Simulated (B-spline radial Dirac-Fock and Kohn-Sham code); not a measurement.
**X-ray form factors of ytterbium in several charge states**

Level of theory: Dirac-Fock densities; an atomic code on a B-spline grid.

Configurations: Yb²³⁺ [Kr] 4d10 4f1; Yb²⁴⁺ [Kr] 4d10; Yb²⁶⁺ [Kr] 4d8; Yb³¹⁺ [Kr] 4d3; Yb³²⁺ [Kr] 4d2. The first column is f₀ of Yb²³⁺, the others are differences from it.

| s (Å⁻¹) | Yb²³⁺ | Δ Yb²⁴⁺ | Δ Yb²⁶⁺ | Δ Yb³¹⁺ | Δ Yb³²⁺ |
| --- | --- | --- | --- | --- | --- |
| 0 | 47.000 | -1.000 | -3.000 | -8.000 | -9.000 |
| 0.1 | 46.550 | -0.973 | -2.923 | -7.809 | -8.789 |
| 0.2 | 45.242 | -0.898 | -2.701 | -7.261 | -8.182 |
| 0.3 | 43.194 | -0.783 | -2.363 | -6.421 | -7.249 |
| 0.4 | 40.583 | -0.645 | -1.952 | -5.385 | -6.097 |
| 0.5 | 37.615 | -0.499 | -1.513 | -4.260 | -4.843 |
| 0.7 | 31.425 | -0.239 | -0.712 | -2.145 | -2.472 |
| 0.9 | 25.929 | -0.068 | -0.175 | -0.638 | -0.765 |
| 1.1 | 21.727 | +0.012 | +0.073 | +0.125 | +0.116 |
| 1.4 | 17.678 | +0.038 | +0.106 | +0.289 | +0.326 |

Values without a named source are computed, but for edge energies of neutral atoms, which are taken from tables.
